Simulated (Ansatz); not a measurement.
Coupled-cluster diagnostics for cyclo-(H2SnS)2 (Sn2H4S2), Ansatz.

Geometry of the singlet (PBE-D4/def2-SVP):

```xyz
8

Sn   -0.1513    0.4028    1.5876
H    -1.5381    1.1927    2.2583
H     1.0607    0.0849    2.7822
S    -0.7666   -1.6309    0.3407
Sn    0.1510   -0.4027   -1.5877
H     1.5401   -1.1926   -2.2536
H    -1.0579   -0.0869   -2.7859
S     0.7622    1.6328   -0.3417
```

In the def2 sets Sn takes a core potential; there is no spin–orbit coupling. Correlated methods freeze 18 core orbitals; core or outer-core shells of Sn are correlated, in sets that lack core-valence functions.

Q: Estimate the CCSD(T) correlation energy, the shares of MP2 and (T), T1 and the reference's ⟨S²⟩ for: charge 0, singlet, own geometry in def2-SVP; charge 1, doublet, vertical in def2-SVP; and the rough time on 4 threads of Arm Neoverse V1 on a shared host.

A: 
```csv
state,basis,correlation (eV),MP2 share (%),(T) share (%),T1,⟨S²⟩ (pure),wall time
"charge 0, singlet, own geometry",def2-SVP,-14.759,86.7,3.5,0.010,0.00 (0.00),11 s
"charge 1, doublet, vertical",def2-SVP,-14.140,85.1,3.5,0.014,0.76 (0.75),51 s
```
Customary marks for T1 are 0.02 (closed shells), 0.045 (open shells) and about 0.05 (3d metals). T1 stays under 0.02 throughout.
